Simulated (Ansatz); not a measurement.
```yaml
crystal:
  periodic: [false, false, false]
  atoms:
    - {symbol: F, position_ang: [1.770788, 1.118457, 1.047538]}
    - {symbol: C, position_ang: [1.032916, 0.664646, -0.167358]}
    - {symbol: F, position_ang: [1.722352, 1.138133, -1.393618]}
    - {symbol: C, position_ang: [-0.681887, 1.019661, -0.065865]}
    - {symbol: F, position_ang: [-1.259009, 1.375074, -1.395145]}
    - {symbol: F, position_ang: [-1.077370, 2.025797, 0.951243]}
    - {symbol: C, position_ang: [-0.983831, -0.656207, 0.355073]}
    - {symbol: F, position_ang: [-2.055291, -1.336005, -0.415041]}
    - {symbol: F, position_ang: [-1.209005, -0.833135, 1.819438]}
    - {symbol: C, position_ang: [0.661551, -1.048709, -0.109195]}
    - {symbol: F, position_ang: [0.725955, -1.680996, -1.459172]}
    - {symbol: F, position_ang: [1.439069, -1.848539, 0.870071]}
basis:
  gaussian: {orbitals: x2c-TZVPPall, final_grid: {core_spheres: 20, valence_spheres: 16, degree: 47}, nuclear_model: gaussian}
hamiltonian: {xc: {name: r2SCAN0}}
accuracy: high
scf: {lower_state_search: off}
output: {forces: true}
```

```sh
$ ansatz run in.yaml --threads 4 --pin off --events-out ev --progress --plain --max-ram 66560MiB --backend cuda --devices 0, --max-vram 37GiB
```

It prints (some lines left out):

```
Functional definition: r2SCAN0
6531 factors; integrals over basis functions are off by at most 1.9e-7 eV
mean field evaluation 1: about -25886.4334 eV, gradient 6.5e1 eV
mean field evaluation 2: about -25867.1217 eV, gradient 1.3e2 eV
mean field evaluation 4: about -25892.4949 eV, gradient 2.5e0 eV
mean field evaluation 8: about -25892.8605 eV, gradient 2.8e-1 eV
mean field evaluation 16: about -25892.8606 eV, gradient 3.7e-5 eV
mean field -25892.86058095 eV, -951.5450755386 hartree, gradient 2.6e-8 eV, S^2 0.000000; 0 other end points of the search recorded, 0 dependent functions left out
reference -25892.86058142 eV, -951.5450755558 hartree; 48, 48 occupied and 324, 324 virtual orbitals, 6531 factors
Total energy: -25892.86058142 eV, -951.5450755558 hartree
Relativity: scalar
Atom 0 at     1.770788     1.118457     1.047538 Å, force    -2.683437    -1.647932    -4.535340 eV/Å
Atom 1 at     1.032916     0.664646    -0.167358 Å, force     0.933221     0.604833     0.063413 eV/Å
Atom 2 at     1.722352     1.138133    -1.393618 Å, force    -2.563202    -1.762873     4.679591 eV/Å
Atom 3 at    -0.681887     1.019661    -0.065865 Å, force    -0.640255     0.870011    -0.271836 eV/Å
Atom 4 at    -1.259009     1.375074    -1.395145 Å, force     2.105977    -1.259118     4.946263 eV/Å
Atom 5 at    -1.077370     2.025797     0.951243 Å, force     1.463000    -3.775056    -3.896774 eV/Å
Atom 6 at    -0.983831    -0.656207     0.355073 Å, force    -0.821986    -0.544716     0.518037 eV/Å
Atom 7 at    -2.055291    -1.336005    -0.415041 Å, force     4.027465     2.553631     2.972332 eV/Å
Atom 8 at    -1.209005    -0.833135     1.819438 Å, force     0.776217     0.617937    -5.431545 eV/Å
Atom 9 at     0.661551    -1.048709    -0.109195 Å, force     0.528948    -0.930111    -0.309601 eV/Å
Atom 10 at     0.725955    -1.680996    -1.459172 Å, force    -0.198641     2.289088     5.020602 eV/Å
Atom 11 at     1.439069    -1.848539     0.870071 Å, force    -2.927305     2.984307    -3.755142 eV/Å
Dipole moment:     0.000003    -0.000001    -0.000001 e Å
Checks for a lower state left out: stability, starts, cluster_reference, orbital_swaps, neighbouring_geometries, increment
```

It took 11 s on 4 threads of an AMD EPYC 7R13 on a shared host and a share of an NVIDIA H100 80 GB, with 1.6 GiB of host memory at the peak.
